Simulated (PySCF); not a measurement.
**GaN⁺: one state, many levels of theory**

State: ⁴Σ⁻ (quartet), unpaired electrons σ ↑, π ↑↑. Set-up: PySCF, no relativity, basis sets Ga pcseg-1, N pcseg-1. De refers to Ga⁺ + N in their high-spin ground configurations, without counterpoise correction. The functionals are run spin-unrestricted. A positive dipole points towards N; it is taken about the centre of mass and depends on that origin. Levels whose curve was spin-contaminated or gave no clean fit are not listed.

| Level | Re (Å) | ωe (cm⁻¹) | De (eV) | μ (D) | CPU s a point (SCF and correlation, without the integrals) |
| --- | --- | --- | --- | --- | --- |
| PBE | 2.449 | 143 | 0.261 | -0.70 | 0.43 |
| BLYP | 2.529 | 128 | 0.210 | -0.77 | 0.31 |
| TPSS | 2.464 | 138 | 0.219 | -0.72 | 0.69 |
| r²SCAN | 2.525 | 125 | 0.204 | -0.74 | 0.67 |
| PBE0 | 2.663 | 115 | 0.161 | -1.03 | 0.71 |
| BHandHLYP | 2.872 | 95.0 | 0.101 | -1.46 | 0.38 |
| LC-ωPBE | 2.817 | 98.0 | 0.111 | -1.31 | 0.65 |

(1) What does the step from GGA to meta-GGA do here, going from PBE to r²SCAN?

The bond is weak. Basis-set superposition, not corrected here, can be much of De in a small basis, most of all at correlated wavefunction levels. Spin–orbit coupling is left out. For an ion De counts to the pair picked by the measured ionisation energies or electron affinities, which need not be the lowest pair at this level. The state was picked by a PBE0 search and need not be the measured ground state.

The whole job (state search and all levels along the bond) took about 1.5 min on 1 thread of Arm Neoverse V1 (shared host), peak memory 0.5 GiB.

Answers

(1) r²SCAN less PBE: +7.6 pm in Re, -12.6 % in ωe, -0.06 eV in De.
